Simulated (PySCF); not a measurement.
Relaxation of singlet SiCl4

Computed with PBE0/[Si def2-TZVP, Cl def2-TZVP], no relativity, density fitting, PySCF. A (50,194) grid was used.

A hand-made tetrahedral start, of Td symmetry, held to at least that symmetry:

Coordinates in bohr (charge 0 multiplicity 1):
```
Si    0.0000    0.0000    0.0000
Cl    2.3458    2.3458    2.3458
Cl   -2.3458    2.3458   -2.3458
Cl    2.3458   -2.3458   -2.3458
Cl   -2.3458   -2.3458    2.3458
```

Optimiser trace:
| step | E − E(last) (kJ/mol) | largest gradient (Eh/bohr) |
| --- | --- | --- |
| 0 | 59.53 | 0.02448 |
| 1 | 6.74 | 0.00949 |
| 2 | 0.78 | 0.00350 |
| 3 | 0.01 | 0.00031 |
| 4 | 0.00 | 0.00001 |

It ends at Td with Si–Cl 2.022 Å (×4); Cl–Si–Cl 109.5° (×6). A frequency run shows a minimum. Other isomers or separated fragments may lie lower.
